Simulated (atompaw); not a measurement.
## An all-electron radial function and its pseudo partner (Lu (Z = 71))

Columns: radius, all-electron u(r) and pseudo u(r) of the 5s shell (level -75.77 eV) of lutetium in the configuration [Kr] 4d10 4f14 5s2 5p6 5d1 6s0 6p0; PBE, scalar-relativistic, PAW (atompaw) scheme, atompaw 4.2.0.5.

```json
{"r (bohr)": "0.106", "all-electron": "0.1382", "pseudo": "0.2830"}
{"r (bohr)": "0.212", "all-electron": "0.1911", "pseudo": "0.5515"}
{"r (bohr)": "0.317", "all-electron": "-0.4561", "pseudo": "0.7902"}
{"r (bohr)": "0.423", "all-electron": "-0.5378", "pseudo": "0.9926"}
{"r (bohr)": "0.529", "all-electron": "-0.1675", "pseudo": "1.1485"}
{"r (bohr)": "0.635", "all-electron": "0.3045", "pseudo": "1.2535"}
{"r (bohr)": "0.740", "all-electron": "0.6883", "pseudo": "1.3069"}
{"r (bohr)": "0.846", "all-electron": "0.9393", "pseudo": "1.3127"}
{"r (bohr)": "0.952", "all-electron": "1.0638", "pseudo": "1.2765"}
{"r (bohr)": "1.058", "all-electron": "1.0918", "pseudo": "1.2065"}
{"r (bohr)": "1.163", "all-electron": "1.0552", "pseudo": "1.1136"}
{"r (bohr)": "1.269", "all-electron": "0.9790", "pseudo": "1.0055"}
{"r (bohr)": "1.375", "all-electron": "0.8822", "pseudo": "0.8922"}
{"r (bohr)": "1.481", "all-electron": "0.7780", "pseudo": "0.7804"}
{"r (bohr)": "1.587", "all-electron": "0.6750", "pseudo": "0.6752"}
{"r (bohr)": "1.692", "all-electron": "0.5790", "pseudo": "0.5790"}
{"r (bohr)": "1.798", "all-electron": "0.4910", "pseudo": "0.4910"}
{"r (bohr)": "1.904", "all-electron": "0.4128", "pseudo": "0.4128"}
{"r (bohr)": "2.010", "all-electron": "0.3447", "pseudo": "0.3447"}
{"r (bohr)": "2.115", "all-electron": "0.2868", "pseudo": "0.2868"}
{"r (bohr)": "2.221", "all-electron": "0.2370", "pseudo": "0.2370"}
{"r (bohr)": "2.327", "all-electron": "0.1950", "pseudo": "0.1950"}
{"r (bohr)": "2.433", "all-electron": "0.1600", "pseudo": "0.1600"}
{"r (bohr)": "2.538", "all-electron": "0.1311", "pseudo": "0.1311"}
{"r (bohr)": "2.644", "all-electron": "0.1069", "pseudo": "0.1069"}
{"r (bohr)": "2.750", "all-electron": "0.0870", "pseudo": "0.0870"}
```

**Question.** How many radial nodes do the two functions have?

**Answer.** The all-electron 5s function has n − l − 1 = 4 (the table is too coarse to show those close to the nucleus); the pseudo-wave has 0, since the states of the same l below it are removed with the core.

**Question.** At about which radius was the pseudo-wave matched?

**Answer.** 1.65 bohr, where the columns begin to agree (steps of 0.11 bohr).

**Question.** Is the pseudo-wave norm-conserving?

**Answer.** No, it belongs to a PAW set: the norm inside the radius is not constrained, and the difference is carried by the augmentation charge.
